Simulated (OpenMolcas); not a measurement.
**A ladder of methods for InSi2H7 (SMILES [SiH3][SiH2][InH2])**

InSi2H7 has 10 atoms, charge 0, and is taken as a singlet. As SMILES, `[SiH3][SiH2][InH2]`. Geometry: relaxed at PBE0-D4/def2-TZVP.

```
atom    x (Å)    y (Å)    z (Å)
  Si  -1.4509   0.7323  -0.8216
  Si   0.0231  -0.9827  -0.2224
  In   1.8848  -0.0627   1.2931
   H  -2.5411   0.2487  -1.7115
   H  -0.7077   1.8121  -1.5275
   H  -2.0657   1.3205   0.4005
   H  -0.7613  -2.0569   0.4518
   H   0.5887  -1.5579  -1.4773
   H   1.7614  -0.1609   3.0139
   H   3.2688   0.7075   0.6011
```

Quantity: the dipole moment, in D. The values are calculated.

```tsv
level	kind	program	value (D)
BLYP/def2-SVP (core potential)	GGA	OpenMolcas	0.21
PBE/def2-SVP (core potential)	GGA	OpenMolcas	0.23
M06-L/def2-SVP (core potential)	meta-GGA	OpenMolcas	0.39
TPSS/def2-SVP (core potential)	meta-GGA	OpenMolcas	0.25
r2SCAN/def2-SVP (core potential)	meta-GGA	OpenMolcas	0.27
BHLYP/def2-SVP (core potential)	global hybrid	OpenMolcas	0.31
M06-2X/def2-SVP (core potential)	hybrid meta-GGA	OpenMolcas	0.33
PBE0/def2-SVP (core potential)	global hybrid	OpenMolcas	0.30
```

The values span 0.21 to 0.39 D. Magnitudes only.
